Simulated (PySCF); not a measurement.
TaF₃: umbrella curve

All numbers come from B3LYP in PySCF with Ta def2-SVP with ECP60, F def2-SVP; scalar-relativistic core potentials, no spin–orbit coupling; density-fitted integrals.

Rigid scan from the singlet minimum (Ta–F 1.854 Å (×3); F–Ta–F 120.0° (×3)). Coordinate: angle between each bond and the threefold axis, bonds fixed. Energies in kJ/mol from the minimum.

Question: Predict the curve at 55, 60, 65, 70, 75, 80, 85, 90.

Answer: 
| angle of the bonds to the threefold axis (°) | E (kJ/mol) | dipole size (D) |
| --- | --- | --- |
| 55 | 313.1 | 0.18 |
| 60 | 219.7 | 0.08 |
| 65 | 145.9 | 0.03 |
| 70 | 89.0 | 0.12 |
| 75 | 47.8 | 0.16 |
| 80 | 20.5 | 0.14 |
| 85 | 4.9 | 0.08 |
| 90 | 0.0 | 0.00 |

Spin–orbit coupling, left out here, can matter for elements this heavy.

Other isomers or separated fragments may lie lower.
